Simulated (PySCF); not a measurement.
# ClMnO3: core ionisation energies

Compound: MnO3Cl (singlet state).
Geometry (PBE0-D3(BJ)/def2-TZVP, Å), atoms numbered from 1 in this order:
```xyz
5
ClMnO3 angstrom
O     -0.5813    1.3585   -0.5765
Mn    -0.1299    0.0123    0.0260
O     -0.9178   -1.1666   -0.5808
O     -0.2297    0.0259    1.5650
Cl     1.8927   -0.2640   -0.4716
```

Computed, not measured: delta-SCF UKS SCAN, pcX-3 on the ionised atom, pcseg-2 elsewhere, spin-free X2C (PySCF 2.14.0). Each binding energy is the total energy of the core-ionised species, with the hole localised on one atom, minus that of the ground state; both are solved self-consistently, so orbital relaxation is included.

Question: Give the core binding energies atom by atom.

Answer: 
```
 atom(s)            environment     level  binding energy (eV)  2p1/2 (eV)  count
     Cl5  chlorine bonded to Mn     Cl 1s              2829.37           –      1
O1/O3/O4    oxygen bonded to Mn      O 1s               539.09           –      3
     Cl5  chlorine bonded to Mn  Cl 2p3/2               206.71      208.37      1
```

Question: Which photon energy gives electrons from O 1s of O1/O3/O4 a kinetic energy of 150 eV, and what is their de Broglie wavelength?

Answer: hν = 539.09 + 150 = 689.09 eV, recoil neglected; λ = 12.264 Å/√(E/eV) = 1.00 Å.

Question: Which effective nuclear charge Zeff reproduces each element's mean 1s value in the hydrogen-like formula E = 13.606 eV × Zeff²?

Answer: O (Z = 8): mean 539.1 eV, Zeff = 6.29, Z − Zeff = 1.71; Cl (Z = 17): mean 2829.4 eV, Zeff = 14.42, Z − Zeff = 2.58. Means run over the listed sites, weighted by atom count.

Atoms equivalent by their bonding share one computed value, that of the first of them. Spin–orbit coupling isn't in the SCF: each 2p doublet comes from a relaxed spin-free hole plus a matrix of the shell (mean-field spin–orbit coupling and the ground-state 2p splitting), with 2p3/2 averaged over its two sublevels. 2p1/2 minus 2p3/2 (ligand field included): Cl 1.66 eV. No level of manganese is listed. Isolated species at its PBE0-D3(BJ)/def2-TZVP geometry, gas phase.

Time: 35 s wall, 86 s CPU; peak memory 0.97 GiB. Hardware: Intel Xeon Platinum 8488C, 2 threads, no GPU, shared host.
The closed-shell solution of the metal species wasn't tested for stability.
